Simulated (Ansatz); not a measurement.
## Which method gave which barrier?

Saddle point of GeH2ClF3, closed shell (GeHF₃ ([F][GeH]([F])[F]) + HCl → GeClF₃ ([F][Ge]([F])([F])[Cl]) + H₂; bonds formed: Ge1–Cl7, H2–H6; bonds broken: Ge1–H2, H6–Cl7), PBE0-D4/def2-TZVP structure:

```xyz
7
angstrom
Ge -0.4647 -0.0106 0.0742
H 0.9168 -0.8775 0.5498
F -1.1365 -1.4358 -0.5939
F -0.8157 0.3352 1.7132
F -1.4388 1.1681 -0.6935
H 1.4705 -0.1929 -0.0583
Cl 1.4684 1.0136 -0.9913
```

Ansatz 0.2.0; basis: def2-TZVPP, with def2-QZVPP for the basis limit; cores frozen in the correlated methods. Filled d shells of the heavier atoms are correlated. The def2 sets are not built for correlating such inner shells, so the correlated values are less sure here. Extrapolation: Hartree–Fock as exp(−7.88 √X), correlation as X^−2.97. Four methods, as single points on the PBE0-D4 structures, gave these electronic barriers from the start structure: 1.792, 1.891, 2.308, 2.855 eV.

Q: The methods were, in alphabetical order, BHLYP-D4, BLYP-D4, HF, r2SCAN-D4. Which gave which? (A judgement: the text doesn't fix the answer.)

A: The calculation gives: r2SCAN-D4 1.792; BLYP-D4 1.891; BHLYP-D4 2.308; HF 2.855 eV. For comparison, CCSD(T) at an estimated basis limit (MP2 extrapolated from triple and quadruple zeta, plus CCSD(T) − MP2 in triple zeta) gives 2.184 eV.

No T1 diagnostic of these runs exceeds 0.013. The end structure is not quite a true minimum (one mode of 90i cm⁻¹).

Labels in which every atom is bracketed show which atoms are joined, not bond orders.

For scale, one of the runs: CCSD(T)/def2-TZVPP, 211 basis functions, launched by `ansatz run in.yaml --threads 8 --pin off --events-out ev --progress --plain --max-ram 19148MiB`. Time: 18 s of wall clock on 8 CPU threads of an Intel Xeon 6975P-C; the host was shared. Peak host memory: 3.5 GiB.
